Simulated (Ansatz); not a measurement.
Geometry optimisation, RKS BLYP-D4/def2-SVP in Ansatz.

Input file:

```yaml
crystal:
  periodic: [false, false, false]
  atoms:
    - { symbol: Ge, position_ang: [0.107818, 0.534381, -0.286348] }
    - { symbol: Cl, position_ang: [0.7242, -1.025446, 2.709878] }
    - { symbol: Cl, position_ang: [1.799201, -0.673554, -0.974464] }
    - { symbol: O, position_ang: [-0.619506, 1.479602, -1.621875] }
    - { symbol: H, position_ang: [-1.312548, 0.956573, -2.073757] }
    - { symbol: O, position_ang: [-1.236563, -0.458045, 0.326135] }
    - { symbol: H, position_ang: [-0.9354, -0.966579, 1.111911] }
    - { symbol: "N", position_ang: [0.808475, 1.798038, 0.93516] }
    - { symbol: H, position_ang: [1.81228, 1.938873, 0.757817] }
    - { symbol: H, position_ang: [0.328513, 2.7011, 0.810716] }
    - { symbol: H, position_ang: [0.70933, 0.317056, 2.621426] }
basis:
  gaussian: { orbitals: def2-SVP }
hamiltonian:
  xc: blyp
  dispersion: d4
relax:
  f_tol: 0.03
  max_steps: 50
```

Run as:

```bash
$ ansatz run input.yaml --threads 4 --pin off --max-ram 5120MiB --backend cpu --events-out ev --progress --plain --runs-dir out
```

Question: Where does it end, and by what steps?

Answer: The forces met the threshold. After 8 steps the energy has fallen by 0.232 eV; Cl2 moved furthest, 0.64 Å.

| step | energy less start (eV) | largest force component (eV/Å) | accepted |
| --- | --- | --- | --- |
| 0 | 0.0000 | 0.602 | yes |
| 1 | -0.0788 | 1.106 | yes |
| 2 | -0.1683 | 0.311 | yes |
| 3 | -0.2015 | 0.176 | yes |
| 4 | -0.2200 | 0.180 | yes |
| 5 | -0.2262 | 0.137 | yes |
| 6 | -0.2289 | 0.149 | yes |
| 7 | -0.2290 | 0.221 | yes |
| 8 | -0.2316 | 0.017 | yes |

```xyz
11
Properties=species:S:1:pos:R:3
Ge 0.121 0.466 -0.393
Cl 0.446 -0.581 3.080
Cl 1.826 -0.569 -1.279
O -0.681 1.554 -1.555
H -1.361 1.079 -2.075
O -1.094 -0.644 0.264
H -0.813 -0.937 1.168
N 0.854 1.539 0.971
H 1.845 1.751 0.795
H 0.344 2.428 1.071
H 0.696 0.516 2.270
```

Whether the end is a true minimum wasn't checked by a vibrational analysis.

The run took 17 s on 4 threads of Arm Neoverse V2, with other jobs on the host, peak memory 0.21 GiB.
